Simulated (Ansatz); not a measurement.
Reaction (redistribution): `[GeH3][SiH2][SiH2][SiH2][GeH3]` + `[SiH3][GeH2][SiH2][GeH2][SiH3]` → `[SiH3][GeH2][SiH2][GeH2][SiH2][GeH3]` + `[SiH3][SiH2][SiH2][GeH3]`

Gas-phase electronic energies from Ansatz, PBE0-D4/def2-TZVP geometries. CBS: MP2 limit from def2 TZ/QZ plus the TZ coupled-cluster correction, frozen cores. DFT in def2-TZVPP. For Ge outer-core shells are correlated without core-valence functions, which leaves a few kJ/mol of doubt a bond. Scalar relativity is left out up to krypton. One conformer a species, not always the lowest.

`[GeH3][SiH2][SiH2][SiH2][GeH3]`:

Cartesian coordinates in Å:
```
Ge 0.879 1.934 -1.594
Si -0.627 1.852 0.247
Si 0.186 0.375 1.865
Si 0.735 -1.636 0.808
Ge -1.093 -2.364 -0.532
H 0.405 2.937 -2.660
H 2.281 2.353 -1.119
H 0.989 0.546 -2.247
H -1.950 1.365 -0.235
H -0.810 3.220 0.809
H 1.388 0.962 2.521
H -0.847 0.126 2.910
H 1.082 -2.691 1.800
H 1.917 -1.414 -0.072
H -2.354 -2.535 0.333
H -0.785 -3.706 -1.216
H -1.397 -1.321 -1.621
```

`[SiH3][GeH2][SiH2][GeH2][SiH3]`:

Z-matrix (Å, degrees):
```
Si
Ge 1 2.379
H 1 1.487 2 109.4
H 1 1.487 2 111.2 3 120.3
H 1 1.487 2 109.8 3 -119.1
Si 2 2.381 1 110.0 3 60.1
H 2 1.541 1 109.2 3 -59.1
H 2 1.540 1 110.3 3 -177.3
Ge 6 2.381 2 108.5 1 -49.7
H 6 1.489 2 110.4 1 -169.8
H 6 1.489 2 109.6 1 70.8
Si 9 2.379 6 109.9 2 -49.9
H 9 1.540 6 110.9 2 -172.1
H 9 1.541 6 108.8 2 69.6
H 12 1.487 9 109.4 6 59.9
H 12 1.487 9 111.2 6 -179.8
H 12 1.487 9 109.8 6 -59.2
```

`[SiH3][GeH2][SiH2][GeH2][SiH2][GeH3]`:

Z-matrix (Å, degrees):
```
Si
Ge 1 2.380
H 1 1.487 2 109.8
H 1 1.486 2 109.8 3 119.7
H 1 1.486 2 110.9 3 -120.0
Si 2 2.383 1 113.5 3 -175.6
H 2 1.542 1 108.2 3 -54.1
H 2 1.542 1 109.4 3 62.3
Ge 6 2.381 2 110.7 1 -81.1
H 6 1.489 2 109.3 1 39.3
H 6 1.489 2 109.5 1 157.6
Si 9 2.380 6 109.9 2 52.5
H 9 1.541 6 109.3 2 -68.6
H 9 1.541 6 109.9 2 173.1
Ge 12 2.379 9 109.2 6 52.5
H 12 1.488 9 108.9 6 -67.3
H 12 1.489 9 110.9 6 173.6
H 15 1.539 12 109.8 9 68.7
H 15 1.539 12 110.1 9 -50.0
H 15 1.538 12 111.8 9 -170.6
```

`[SiH3][SiH2][SiH2][GeH3]`:

Z-matrix (Å, degrees):
```
Si
Si 1 2.338
H 1 1.488 2 109.9
H 1 1.488 2 111.3 3 120.6
H 1 1.488 2 109.5 3 -119.1
Si 2 2.337 1 109.6 3 58.5
H 2 1.490 1 110.1 3 -63.6
H 2 1.490 1 109.2 3 177.7
Ge 6 2.380 2 109.8 1 54.9
H 6 1.490 2 109.4 1 -64.6
H 6 1.490 2 110.8 1 176.1
H 9 1.538 6 110.1 2 -64.6
H 9 1.538 6 111.3 2 175.1
H 9 1.538 6 110.3 2 54.7
```

```tsv
level	ΔE (kJ/mol)
LDA (SPW92)	-1.3
r2SCAN-D4	0.2
PBE0-D4	0.0
r2SCAN0-D4	0.2
CCSD/def2-SVP	0.6
HF/def2-TZVPP	1.7
MP2/def2-QZVPP	0.1
MP2/CBS(def2)	0.3
```

(1) What does CCSD(T)/CBS give? (Estimate.)

Largest T1 diagnostic among the species: 0.013.

## Answers

(1) Ansatz gave: 0.0 kJ/mol. The listed levels differ from it by -1.3, 0.2, 0.0, 0.2, 0.6, 1.7, 0.1, 0.3 kJ/mol.

Leaving LDA and LC-ωPBE aside and taking each functional with its dispersion term where it has one, the values, not all of them listed here, spread over 1.3 kJ/mol, from BLYP-D4 to PBE-QIDH.
